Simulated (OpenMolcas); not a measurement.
# Fe4+: effect of the IPEA shift

```json
{
  "Program": "OpenMolcas",
  "Basis": "ANO-RCC-VTZP [6s5p3d2f1g]",
  "Scalar Hamiltonian": "DKH2, point nucleus",
  "Active space": "4 electrons in 10 orbitals (3d 4d)",
  "State averaging": "2S+1 = 5 even, 5 roots; 2S+1 = 3 even, 45 roots; 2S+1 = 1 even, 44 roots",
  "Spin-orbit coupling": "state interaction with AMFI integrals over the reference wave functions, term energies averaged over their components"
}
```

Methods on the same reference wave functions:
A. CASSCF
B. MS-CASPT2, IPEA 0 Eh, imaginary shift 0.1 Eh (closed shells correlated: 3s 3p)
C. MS-CASPT2, IPEA 0.25 Eh, imaginary shift 0.1 Eh (closed shells correlated: 3s 3p)

Energies in cm-1 above 3d4 5D0, the measured ground level; measured values from Corliss and Sugar, J. Phys. Chem. Ref. Data 11, 135 (1982).

```tsv
Level	A	B	C	Measured
3d4 5D0	0.0	0.0	0.0	0.0
3d4 5D1	153	155	155	142
3d4 5D2	450	455	455	417
3d4 5D3	878	884	884	803
3d4 5D4	1422	1426	1426	1283
3d4 3H4	26397	25280	25540	24932
3d4 3H5	26735	25630	25890	25226
3d4 3H6	27109	26030	26280	25528
3d4 3P0(1)	28126	24410	24810	24055
3d4 3P1(1)	29022	25330	25740	24973
3d4 3F2(1)	30431	27140	27570	26761
3d4 3F3(1)	30518	27240	27670	26842
3d4 3P2(1)	30591	26890	27300	26468
3d4 3F4(1)	30697	27420	27850	26974
3d4 3G3	33302	30320	30670	29817
3d4 3G4	33698	30730	31070	30147
3d4 3G5	34010	31070	31410	30430
3d4 1I6	40011	38610	38800	37512
3d4 1G4(1)	42133	38050	38330	36586
3d4 3D3	43165	37340	37820	36630
3d4 3D2	43273	37460	37950	36758
3d4 3D1	43404	37580	38070	36925
3d4 1S0	48947	40910	41480	39633
3d4 1D2	52265	48040	48230	46291
```

Deviations, from unrounded energies. A percentage is the sum of absolute deviations over the sum of measured energies, with the sign that they share, or ± where signs differ.

| Against measurement | Levels | A | B | C |
| --- | --- | --- | --- | --- |
| mean absolute deviation (cm-1) | 23 | 3500 | 580 | 880 |
| fine structure of the ground term (%) | 4 | +9.8 | +10.4 | +10.4 |
| other terms of the ground configuration (%) | 19 | +13.7 | +2.2 | +3.4 |

B lies closest to measurement on these levels and A furthest from it. The largest miss of B in the table is 3d4 1D2, by +1700 cm-1. The ranking rests on the paired levels alone, and a cruder setting can come out closer through cancelling errors.

Between B and C the level of the table that moves most is 3d4 1S0, by 570 cm-1 (lowest in B, highest in C). Moves below CASPT2's spread within the term are not significant.

The mean deviations of B to C differ by less than CASPT2's widest spread within a term (930 cm-1), so their order carries little weight.

From A to B the spin-free energies of the other terms of 3d4 shown, above 5D, scale by factors of 0.83 to 0.96, as is usual when dynamic correlation screens the repulsion within a d or f shell.

The lowest spin-free term lies below A's lowest term by 0.318 hartree in B, 0.313 hartree in C.

CASPT2 breaks the degeneracy within a term, and the mean is taken; among the terms shown or strongly mixed into the levels shown the widest spread is 930 cm-1 (3d4 1I, C). Active for correlation alone: 4d; no level in the range computed is led by a configuration that fills it, so any true level of that kind is missing. Without dynamic correlation excited terms often stand tens of per cent too high (terms of higher spin than the ground term too low), and those without a measured partner can miss by more than the paired ones (holds for A). The CASPT2 spread within a term exceeds the gap to the next term for 3d4 1G(1) and 3d4 1I, so the order of their levels is uncertain (holds for C). Measured partners are found by configuration, term and J. A level has none where our copy of the source lacks it or the pairing is in doubt (some pairs that miss far off the trend of their configuration count as doubtful), and it then counts in no deviation. Only configurations of the active space appear. Levels that lie high or do not pair safely by name in every column are left out.

A number in round brackets counts repeated terms of one configuration in the order of the reference energies.
